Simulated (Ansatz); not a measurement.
Calculated with Ansatz (gas phase, PBE0-D4/def2-TZVP geometries, no zero-point term in ΔE). CCSD(T)/CBS adds triple-zeta CCSD(T) − MP2 to the extrapolated MP2 energy (def2 sets, frozen cores). This one scheme is used for every species. DFT in def2-TZVPP. HSE06 is defined as in plane-wave codes. One conformer a species, not always the lowest.

Reaction (formal hydrolysis of the Si–C bond): `C[SiH](N)Cl` + H₂O → `N[SiH](O)Cl` + CH₄

```
             level  ΔE (kJ/mol)  difference from CCSD(T)/CBS
       LDA (SPW92)       -103.6                          2.3
           PBE0-D4       -101.6                          4.3
        r2SCANh-D4       -110.9                         -5.0
          HSE06-D4       -101.6                          4.3
           ωB97X-V       -108.7                         -2.8
            B2PLYP       -113.8                         -7.9
          PBE-QIDH       -107.2                         -1.3
               PBE       -101.6                          4.3
              BLYP       -112.7                         -6.8
             BHLYP       -118.4                        -12.5
      MP2/def2-SVP       -108.4                         -2.5
     CCSD/def2-SVP       -107.0                         -1.1
  CCSD(T)/def2-SVP       -106.0                         -0.1
SCS-MP2/def2-TZVPP       -112.1                         -6.2
CCSD(T)/def2-TZVPP       -108.2                         -2.3
SCS-MP2/def2-QZVPP       -110.9                         -5.0
       CCSD(T)/CBS       -105.9                            0
```

Largest T1 diagnostic among the species: 0.010.

From BLYP to BHLYP (50 % exact exchange), in def2-TZVPP and without D4, ΔE moves by −5.7 kJ/mol. In def2-TZVPP, CCSD(T) changes the Hartree–Fock value by +15.7 kJ/mol (the triples alone add +1.6 kJ/mol) and MP2 by +14.7 kJ/mol.
